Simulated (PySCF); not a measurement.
NICS in one family of compounds.

NICS is the negative of the GIAO shielding at a point without a nucleus: at the ring centre (0) and 1 Å above and below it (1); zz is the component along the ring normal. Level: GIAO PBE0/pcSseg-1 (PySCF, non-relativistic, gas phase) on the PBE0-D3(BJ)/def2-SVP geometries, one conformer each. Atom numbers follow the mapped SMILES.

Question: Order these rings by mean NICS(1)zz, lowest (most negative) first (ppm).
A. ring C4–C5–C6–C7–C8–C10 in `[CH3:1][N:2]([CH3:3])[c:4]1[cH:5][cH:6][cH:7][c:8]([F:9])[cH:10]1`
B. ring C3–C4–C5–C6–C7–C9 in `[CH3:1][CH2:2][c:3]1[cH:4][cH:5][cH:6][c:7]([F:8])[cH:9]1`
C. ring C2–C3–C4–C5–C6–C10 in `[F:1][c:2]1[cH:3][cH:4][cH:5][c:6]([CH:7]2[CH2:8][CH2:9]2)[cH:10]1`

Answer: B (-27.3), C (-26.2), A (-24.5).

```tsv
SMILES	ring	NICS(0)	NICS(1)	NICS(1)zz	HOMA	rms pucker (Å)	ring atoms with four or more neighbours
CCc1cccc(F)c1	6-membered carbocycle; formal bonds all aromatic	-10.3	-11.3	-27.3	0.99	0.00	0
Fc1cccc(C2CC2)c1	6-membered carbocycle; formal bonds all aromatic	-9.9	-11.0	-26.2	0.98	0.00	0
CN(C)c1cccc(F)c1	6-membered carbocycle; formal bonds all aromatic	-10.1	-10.5	-24.5	0.94	0.00	0
```

NICS(0) gives another order. The isotropic NICS(1) gives the same order. HOMA uses Krygowski's 1993 parameters. NICS(1) and NICS(1)zz are means over the two faces.
